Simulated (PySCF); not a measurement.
# Which determinant of ZnN lies lowest?

Unrestricted PBE0; basis Zn x2c-TZVPPall, N x2c-TZVPPall; spin-free X2C with a Gaussian nucleus; PySCF 2.14. Outer shells of the fragments: Zn 3d10 4s2; N 2s2 2p3.

Followed along the bond (rough minima from three points):

```
2Ms+1   unpaired  ⟨S²⟩ at the start  R at minimum (Å)  Te (eV)
    4  σ ↑, π ↑↑               3.76              2.04     0.00
    2  σ ↓, π ↑↑               1.76              1.96     0.41
    2        π ↑               1.06              1.81     0.84
```

Solutions found at the starting distance of 1.845 Å, counted from the lowest of them; the search is not exhaustive and high or unbound solutions are not listed, so other states can lie among these:

| 2Ms+1 | unpaired | term | E (eV) | ⟨S²⟩ | ⟨Lz²⟩ | μ (D) |
| --- | --- | --- | --- | --- | --- | --- |
| 4 | σ ↑, π ↑↑ | ⁴Σ⁻ | 0.00 | 3.76 | 0.00 | -1.34 |
| 2 | σ ↓, π ↑↑ | mixed | 0.34 | 1.76 | 0.00 | -1.70 |
| 2 | π ↑ | mixed | 0.71 | 1.06 | 1.01 | -4.05 |
| 2 | σ ↑, π ↑↓ | mixed | 0.71 | 1.76 | 2.01 | -1.55 |
| 4 | σ ↑↑, π ↑ | ⁴Π | 1.96 | 3.76 | 1.01 | -2.51 |
| 2 | σ ↑ | mixed | 2.36 | 0.76 | 2.00 | -1.64 |

A term symbol is given only where ⟨S²⟩ and ⟨Lz²⟩ are close to those of a pure state; real π, δ and φ orbitals otherwise mix terms. A positive dipole means Zn(−)N(+).

Compare the gap between the two lowest followed solutions at the starting distance with the gap between their minima.

At PBE0 the second solution (Ms = 0.5 of mixed spin, unpaired electrons σ ↓, π ↑↑) lies +0.34 eV from the first (quartet, unpaired electrons σ ↑, π ↑↑) at 1.845 Å and +0.41 eV at the minima; the two curves relax by different amounts, since their minima lie near 1.96 and 2.04 Å.
